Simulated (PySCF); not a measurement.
In(F)(Cl)(vinyl) (C2H3ClFIn), SMILES [In]([CH]=C)([Cl])[F].

The structure is a stationary point at B3LYP-D3(BJ)/def2-SVP. The structure was generated by enumeration; whether it is a known compound was not checked. The def2 effective core potentials stand for the cores of In; spin–orbit coupling is left out. Other conformers were not sampled.

Two levels are set side by side: TDA-PBE/def2-SVPD (PySCF) and TDA-M06-2X/def2-SVPD (PySCF). Vertical, same geometry. The lowest singlet is HOMO→LUMO+1 96 % with PBE and HOMO→LUMO 77 % with the other functional; states are paired by order. Differences are taken from unrounded values.

| quantity | TDA-M06-2X |
|---|---|
| lowest singlet excitation (eV) | 5.58 |
| lowest triplet excitation (TDA) (eV) | 4.49 |
| first bright state (f over 0.05) (eV) | 6.06 |
| its oscillator strength | 0.06 |

Problem. What does TDA-PBE give, and how far is it from TDA-M06-2X? (The exact figures need the calculation; the answer reports its results.)

Solution. 
| quantity | TDA-PBE | TDA-PBE minus TDA-M06-2X |
|---|---|---|
| lowest singlet excitation (eV) | 4.69 | -0.90 |
| lowest triplet excitation (TDA) (eV) | 4.20 | -0.28 |
| first bright state (f over 0.05) (eV) | 5.51 | -0.55 |
| its oscillator strength | 0.10 | 0.04 |

A lower first singlet is the usual sign of a functional without exact exchange. Differences between two approximate levels are no errors against the true value.

Rough cost on one machine, each run with all the roots and properties that it gave: TDA-M06-2X against TDA-PBE about 10 times.
